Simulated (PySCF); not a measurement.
A calculated (PBE0, PySCF 2.14, dyall-av2z, the non-relativistic Hamiltonian (point nucleus)) atom or ion has these occupied shells.

```tsv
shell	electrons	orbital energy (eV)	rms radius, mean of both spins (bohr)
1s α	1	-30490.5	0.0338
1s β	1	-30490.4	0.0338
2s α	1	-4586.9	0.137
2s β	1	-4586.9	0.137
2p α	3	-4301.7	0.118
2p β	3	-4301.6	0.118
3s α	1	-920.65	0.358
3s β	1	-920.58	0.358
3p α	3	-801.03	0.351
3p β	3	-800.95	0.351
3d α	5	-579.55	0.323
3d β	5	-579.49	0.323
4s α	1	-159.63	0.844
4s β	1	-159.47	0.844
4p α	3	-117.87	0.890
4p β	3	-117.69	0.890
4d α	5	-46.988	1.04
4d β	5	-46.778	1.04
5s α	1	-16.476	2.33
5s β	1	-14.399	2.33
5p α	3	-7.698	2.88
5p β	1	-6.305	2.88
```

(1) Name the element and its charge.

## Answers

(1) Te (tellurium, neutral), in [Kr] 4d10 5s2 5p4, high-spin 3P determinant.
